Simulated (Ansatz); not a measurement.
Mulliken charges of `[OH][SnH2][Cl]` from ωB97M-V/def2-TZVPP in Ansatz (PBE0-D4/def2-TZVP geometry).

| atom | x (Å) | y (Å) | z (Å) | charge (e) |
| --- | --- | --- | --- | --- |
| O1 | -1.416 | -0.543 | -0.285 | -0.527 |
| Sn2 | 0.233 | 0.398 | 0.167 | 0.853 |
| Cl3 | 1.828 | -1.234 | 0.641 | -0.360 |
| H4 | -1.308 | -1.198 | -0.979 | 0.174 |
| H5 | 0.825 | 1.260 | -1.175 | -0.076 |
| H6 | -0.120 | 1.254 | 1.584 | -0.063 |

Problem. By hand: the dipole of these point charges (1 e Å = 4.8032 D).

Solution. Σ q r = (0.004, 0.687, -0.119) e Å, of length 0.697 e Å = 3.35 D.

Problem. How does the dipole of the full density compare? (An estimate is asked.)

Solution. Ansatz gave: (-0.019, 0.335, -0.220) e Å, 1.93 D; the point charges give 1.74 times that, at 24° from its direction.

Point charges leave out the atoms' own dipoles, such as those of lone pairs, and Mulliken's split depends on the basis, so the two needn't agree.
